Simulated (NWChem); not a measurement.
System: AlH₂ cation; SMILES [AlH2+]

```xyz
3

Al     0.0000     0.0000     0.0000
H      0.0000     0.0000    -1.5536
H      0.0000     0.0000     1.5536
```
Atoms are numbered in this order, from 1.

Computed with NWChem. Coordinates come from a PBE0-D3(BJ)/def2-TZVP optimisation. Static field.

**Question.** Predict the results for LC-BLYP (range parameter 0.33 per bohr)/def2-SVPD. Quantities: isotropic polarisability (bohr³); anisotropy (bohr³).

**Answer.** 
```yaml
isotropic polarisability (bohr³): 20.8
anisotropy (bohr³): 8.3
```
